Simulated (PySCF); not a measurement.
C10H7N3, SMILES C1=CC2=NC=CC3=NC=CC(=C1)N23. Atoms are numbered in the order given.

```xyz
20

C     -0.4976    -2.7401     0.0000
C      0.8014    -2.2822     0.0000
C      1.0895    -0.8915     0.0000
N      2.3510    -0.4706     0.0000
C      2.5859     0.8483     0.0000
C      1.5958     1.8039     0.0000
C      0.2330     1.4041     0.0000
N     -0.7455     2.2937     0.0000
C     -2.0186     1.8503     0.0000
C     -2.3602     0.5239     0.0000
C     -1.3289    -0.4640     0.0000
C     -1.5684    -1.8369     0.0000
N     -0.0058     0.0058     0.0000
H     -0.6958    -3.8146     0.0000
H      1.6658    -2.9438     0.0000
H      3.6397     1.1498     0.0000
H      1.7972     2.8733     0.0000
H     -2.7961     2.6223     0.0000
H     -3.3976     0.1913     0.0000
H     -2.6038    -2.1755     0.0000
```

Geometry optimised at B3LYP-D3(BJ)/def2-SVP.

Calculation: PBE/def2-SVP run with PySCF.

Isolated molecule, no solvent.

| Property | Value |
|---|---|
| total energy | -548.47487 hartree |
| point group | Cs |
| highest occupied level | -4.46 eV |
| lowest empty level | -2.83 eV |
| orbital gap | 1.63 eV |
| dipole moment | 2.22 D |
| quadrupole, principal values (traceless, Buckingham form, about the centre of nuclear charge) | -6.19, -4.03, 10.22 D·Å |
| mean static polarisability | 132.6 bohr³ (19.65 Å³) |
| polarisability, principal values | 51.2, 170.4, 176.3 bohr³ |
